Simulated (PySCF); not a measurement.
## Orbital picture of OsN

PBE0 at R = 1.589 Å; basis Os x2c-TZVPPall, N x2c-TZVPPall; spin-free X2C with a Gaussian nucleus; PySCF 2.14. State: doublet, unpaired electrons δ ↑, a mixture of terms (⟨Lz²⟩ = 5.4). Only the outer orbitals are listed, counted within each symmetry.

```json
{"spin": "α", "orbital": "14σ", "occ.": "1", "ε (eV)": "-22.17", "on Os (%)": "21", "main shells (%)": "77 N s, 13 Os d"}
{"spin": "α", "orbital": "15σ", "occ.": "1", "ε (eV)": "-11.35", "on Os (%)": "36", "main shells (%)": "47 N p, 34 Os d, 17 N s"}
{"spin": "α", "orbital": "8π", "occ.": "1", "ε (eV)": "-11.31", "on Os (%)": "54", "main shells (%)": "52 Os d, 45 N p"}
{"spin": "α", "orbital": "8π", "occ.": "1", "ε (eV)": "-11.31", "on Os (%)": "54", "main shells (%)": "52 Os d, 45 N p"}
{"spin": "α", "orbital": "4δ", "occ.": "1", "ε (eV)": "-8.52", "on Os (%)": "100", "main shells (%)": "100 Os d"}
{"spin": "α", "orbital": "4δ", "occ.": "1", "ε (eV)": "-7.76", "on Os (%)": "100", "main shells (%)": "100 Os d"}
{"spin": "α", "orbital": "16σ", "occ.": "1", "ε (eV)": "-7.00", "on Os (%)": "90", "main shells (%)": "73 Os s, 14 Os d, 10 N p"}
{"spin": "α", "orbital": "9π", "occ.": "0", "ε (eV)": "-2.95", "on Os (%)": "63", "main shells (%)": "37 N p, 37 Os d, 24 Os p"}
{"spin": "α", "orbital": "9π", "occ.": "0", "ε (eV)": "-2.95", "on Os (%)": "63", "main shells (%)": "37 N p, 37 Os d, 24 Os p"}
{"spin": "α", "orbital": "17σ", "occ.": "0", "ε (eV)": "-1.68", "on Os (%)": "76", "main shells (%)": "34 Os p, 26 Os d, 22 N p"}
{"spin": "β", "orbital": "14σ", "occ.": "1", "ε (eV)": "-22.44", "on Os (%)": "19", "main shells (%)": "78 N s, 12 Os d"}
{"spin": "β", "orbital": "15σ", "occ.": "1", "ε (eV)": "-11.27", "on Os (%)": "33", "main shells (%)": "52 N p, 31 Os d, 16 N s"}
{"spin": "β", "orbital": "8π", "occ.": "1", "ε (eV)": "-11.21", "on Os (%)": "45", "main shells (%)": "54 N p, 43 Os d"}
{"spin": "β", "orbital": "8π", "occ.": "1", "ε (eV)": "-11.21", "on Os (%)": "45", "main shells (%)": "54 N p, 43 Os d"}
{"spin": "β", "orbital": "4δ", "occ.": "1", "ε (eV)": "-7.39", "on Os (%)": "100", "main shells (%)": "100 Os d"}
{"spin": "β", "orbital": "16σ", "occ.": "1", "ε (eV)": "-6.41", "on Os (%)": "93", "main shells (%)": "76 Os s, 15 Os d"}
{"spin": "β", "orbital": "4δ", "occ.": "0", "ε (eV)": "-3.56", "on Os (%)": "100", "main shells (%)": "100 Os d"}
{"spin": "β", "orbital": "9π", "occ.": "0", "ε (eV)": "-2.70", "on Os (%)": "69", "main shells (%)": "45 Os d, 31 N p, 23 Os p"}
{"spin": "β", "orbital": "9π", "occ.": "0", "ε (eV)": "-2.70", "on Os (%)": "69", "main shells (%)": "45 Os d, 31 N p, 23 Os p"}
```

Which are the highest filled and the lowest empty level, where do they sit, and how wide is the gap?

Highest filled β 16σ at -6.41 eV (in %: 76 Os s, 15 Os d); lowest empty β 4δ at -3.56 eV (in %: 100 Os d); the gap at PBE0 is 2.85 eV.

The bond order (Mayer) is 3.19, the ⟨S²⟩ is 0.771 and the charge on Os (Mulliken, basis-dependent) is 0.23. The charge on Os (Löwdin, basis-dependent) is 0.14. The dipole moment (positive dipole means Os(−)N(+)) is -1.79 D, the polarisability along the bond is 58.5 bohr³ and the polarisability across the bond is 53.8 bohr³.

Spin–orbit coupling is left out. With d or f electrons several states lie close, and the lowest PBE0 determinant need not be the measured ground state.
